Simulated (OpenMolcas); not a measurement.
**Ce III: CASPT2 settings compared**

```yaml
Program: OpenMolcas
Basis: ANO-RCC-VDZP [7s6p4d2f1g]
Scalar_Hamiltonian: DKH4, point nucleus
Active_space: 2 electrons in 7 orbitals (4f)
State_averaging: 2S+1 = 3 even, 21 roots; 2S+1 = 1 even, 28 roots (27 in the spin-orbit step)
Spin-orbit_coupling: state interaction with AMFI integrals over the reference wave functions, term energies averaged over their components
```

Methods on the same reference wave functions:
A. CASSCF
B. SS-CASPT2, IPEA 0.6 Eh, sigma1 regulariser 0.25 Eh (closed shells correlated: none)
C. XMS-CASPT2, IPEA 0.3 Eh, sigma1 regulariser 0.25 Eh (closed shells correlated: none)

Energies in cm-1 above 4f2 3H4, the measured ground level; measured values from Martin, Zalubas and Hagan, Atomic Energy Levels: The Rare-Earth Elements, NSRDS-NBS 60 (1978).

| Level | A | B | C | Measured |
| --- | --- | --- | --- | --- |
| 4f2 3H4 | 0.0 | 0.0 | 0.0 | 0.0 |
| 4f2 3H5 | 1638 | 1659 | 1670 | 1528 |
| 4f2 3H6 | 3393 | 3410 | 3420 | 3127 |
| 4f2 3F2 | 5579 | 5020 | 5160 | 3763 |
| 4f2 3F3 | 6621 | 6070 | 6230 | 4765 |
| 4f2 3F4 [51 %] | 8902 | 8190 | 8160 |  |
| 4f2 1D2 | 19176 | 17670 | 17100 | 12835 |
| 4f2 1I6 | 22924 | 21610 | 21460 | 17421 |
| 4f2 3P0 | 24596 | 23820 | 22430 | 16072 |
| 4f2 3P1 | 24893 | 24120 | 22730 | 16524 |
| 4f2 3P2 | 25729 | 24930 | 23570 | 17317 |

Deviations, from unrounded energies. A percentage is the sum of absolute deviations over the sum of measured energies, with the sign that they share, or ± where signs differ.

| Against measurement | Levels | A | B | C |
| --- | --- | --- | --- | --- |
| mean absolute deviation (cm-1) | 9 | 4600 | 3900 | 3400 |
| fine structure of the ground term (%) | 2 | +8.1 | +9.0 | +9.4 |
| other terms of the ground configuration (%) | 7 | +46.0 | +39.0 | +33.8 |

C lies closest to measurement on these levels and A furthest from it. The largest miss of C in the table is 4f2 3P0, by +6400 cm-1. The ranking rests on the paired levels alone, and a cruder setting can come out closer through cancelling errors.

Between B and C the level of the table that moves most is 4f2 3P1, by 1400 cm-1 (lowest in C, highest in B). Moves below CASPT2's spread within the term are not significant.

The mean deviations of B to C differ by less than CASPT2's widest spread within a term (520 cm-1), so their order carries little weight.

From A to B the spin-free energies of the other terms of 4f2 shown, above 3H, scale by factors of 0.89 to 0.97, as is usual when dynamic correlation screens the repulsion within a d or f shell.

The lowest spin-free term lies below A's lowest term by 0.007 hartree in B, 0.008 hartree in C.

Term energies are means over components that CASPT2 splits; among the terms shown or strongly mixed into the levels shown the widest spread is 520 cm-1 (4f2 1I, B). Some high roots are left out of the spin-orbit mixing, which shifts the levels that they would mix with. Without dynamic correlation excited terms often stand tens of per cent too high (terms of higher spin than the ground term too low), and those without a measured partner can miss by more than the paired ones (holds for A). The CASPT2 spread within a term exceeds the gap to the next term for 4f2 3F and 4f2 1G, so the order of their levels is uncertain, and so are names and mixing where such terms share a J (holds for B). Some terms miss by over 15 % even with CASPT2, which points to a basis or an active space too small for the shells correlated (holds for B; C). Some levels mix across a computed gap that differs much from the measured one, so their mixing is not that of the real levels (holds for C). Computed and measured levels are paired by configuration, term and J; levels that our copy of the source lacks, or whose pairing is in doubt (as where it misses far off the trend of its configuration), stay unpaired and out of the deviations. Only configurations of the active space appear. Levels that lie high or do not pair safely by name in every column are left out.

A share in square brackets marks a mixed level and gives the weight of the term that names it, the lowest over the columns.
